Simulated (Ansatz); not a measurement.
Cl4FHOW (`[OH][W]([F])([Cl])([Cl])([Cl])[Cl]`). The species carries charge 0 and has multiplicity 1. W: def2 effective core potential. The geometry is a stationary point of PBE0-D4/def2-TZVP. It is one conformer, not always the lowest.

```xyz
8

O     1.459    0.559    0.378
W    -0.192   -0.094   -0.163
F    -0.629    0.073    1.651
Cl    0.478   -0.240   -2.322
Cl   -2.322   -0.870   -0.490
Cl    0.459   -2.265    0.212
Cl   -0.993    2.029   -0.531
H     1.740    0.809    1.265
```

Question: What is the dipole moment at B3LYP/def2-TZVPP? (Estimate.)

Answer: Ansatz gave: 2.02 D, with components (1.78, 0.71, 0.63) D in this frame, pointing from negative to positive charge.

Question: And with PBE, r2SCAN, ωB97M-V? (Estimate.)

Answer: The calculation gave: PBE 2.06 D, r2SCAN 2.11 D, ωB97M-V 2.15 D.

Question: Give the Mulliken charges with B3LYP, ωB97M-V, r2SCAN in def2-TZVPP. (Estimate.)

Answer: Computed: 
| atom | B3LYP | ωB97M-V | r2SCAN |
| --- | --- | --- | --- |
| O1 | -0.28 | -0.27 | -0.29 |
| W2 | 1.00 | 0.86 | 1.03 |
| F3 | -0.28 | -0.26 | -0.26 |
| Cl4 | -0.14 | -0.10 | -0.15 |
| Cl5 | -0.16 | -0.12 | -0.17 |
| Cl6 | -0.18 | -0.16 | -0.19 |
| Cl7 | -0.18 | -0.16 | -0.19 |
| H8 | 0.22 | 0.22 | 0.23 |

B3LYP here is the variant with VWN-RPA as its local correlation; programs differ in this.
